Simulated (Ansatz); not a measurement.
Z-matrix (Å, degrees):
```
In
O 1 2.0076
H 2 0.9624 1 113.67
H 1 1.7097 2 110.81 3 -179.97
H 1 1.7195 4 134.47 2 -179.99
```
Charge 0, spin multiplicity 1.

Level of theory: frozen-core CCSD(T)/def2-TZVPP // B3LYP-D3(BJ)/def2-TZVP run with Ansatz (a quantum-chemistry and plane-wave program).

```
Item                           Result
----------------------  -------------
HF energy               -265.84309 Ha
MP2 correlation energy    -0.54474 Ha
```

Task: Estimate the CCSD correlation energy, the (T) correction, the total energy and the T1 diagnostic.

Result: 
```yaml
CCSD correlation energy: -0.55095 Ha
"(T) correction": -0.01722 Ha
CCSD(T) total energy: -266.41126 Ha
T1 diagnostic: 0.017
```
